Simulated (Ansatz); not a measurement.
One change: `CC(=S)[SeH]` becomes `OC(=S)[SeH]`.

Ansatz, PBE0-D4/def2-TZVP geometries, multiplicity 1. Each molecule was computed in one conformer, which needn't be the lowest.

Scalar relativity is left out up to krypton.

```tsv
property	`CC(=S)[SeH]`
HOMO energy (B3LYP/def2-TZVPP) / eV	-6.34
HOMO–LUMO gap (ωB97M-V/def2-TZVPP) / eV	8.73
size of the dipole moment (PBE/def2-TZVPP) / D	2.88
LUMO energy (PBE0/def2-TZVPP) / eV	-2.10
size of the dipole moment (ωB97M-V/def2-TZVPP) / D	2.89
HOMO energy (PBE/def2-TZVPP) / eV	-5.38
```

(1) Give the same properties after the change, and the shifts. (Best estimate.)

## Answers

(1) The calculation gave: 
| property | `OC(=S)[SeH]` | shift |
| --- | --- | --- |
| HOMO energy (B3LYP/def2-TZVPP) / eV | -6.80 | -0.46 |
| HOMO–LUMO gap (ωB97M-V/def2-TZVPP) / eV | 9.70 | 0.97 |
| size of the dipole moment (PBE/def2-TZVPP) / D | 2.12 | -0.76 |
| LUMO energy (PBE0/def2-TZVPP) / eV | -1.64 | 0.46 |
| size of the dipole moment (ωB97M-V/def2-TZVPP) / D | 2.13 | -0.76 |
| HOMO energy (PBE/def2-TZVPP) / eV | -5.84 | -0.46 |

With PBE0 the HOMO falls by 0.47 eV and the LUMO rises by 0.46 eV, so the gap widens by about 0.93 eV. PBE moves the HOMO by -0.46 eV and ωB97M-V by -0.45 eV. Dipoles are sizes alone; their direction can turn.

B3LYP here is the variant with VWN-RPA as its local correlation; programs differ in this.

Spin–orbit coupling is left out; it splits and shifts lone-pair levels of the heavy atoms by tenths of an eV.
